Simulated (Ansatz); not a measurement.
Reaction (ligand exchange at the Si–N bond): `[SiH3][SiH2]N[SiH2][SiH3]` + `OBO` → `OBO[SiH2][SiH3]` + `N[SiH2][SiH3]`

Computed with Ansatz on PBE0-D4/def2-TZVP structures; ΔE is electronic, products minus reactants. CCSD(T)/CBS adds triple-zeta CCSD(T) − MP2 to the extrapolated MP2 energy (def2 sets, frozen cores). This one scheme is used for every species. Functionals use def2-TZVPP. One conformer a species, not always the lowest.

Question: Is it downhill or uphill in electronic energy at CCSD(T)/CBS, and by how much? (An estimate is asked.)

Answer: Ansatz gave: Downhill: ΔE = -28.5 kJ/mol.

Question: What do these levels give: r2SCAN-D4, ωB97M-V, r2SCAN, HF/def2-TZVPP, SCS-MP2/def2-TZVPP, CCSD/def2-TZVPP? (An estimate is asked.)

Answer: Ansatz gave: r2SCAN-D4 -30.0, ωB97M-V -29.2, r2SCAN -31.7, HF/def2-TZVPP -43.5, SCS-MP2/def2-TZVPP -30.8, CCSD/def2-TZVPP -30.6 kJ/mol.

Largest T1 diagnostic among the species: 0.013.

In def2-TZVPP, CCSD(T) changes the Hartree–Fock value by +15.1 kJ/mol (the triples alone add +2.2 kJ/mol) and MP2 by +16.3 kJ/mol. The D4 term adds +8.3 kJ/mol with B3LYP and +4.8 kJ/mol with PBE0; it sums over pairs of atoms, weighted by their polarisabilities, and B3LYP, whose exchange is more repulsive, gets the larger term.

B3LYP here is the variant with VWN-RPA as its local correlation; programs differ in this.
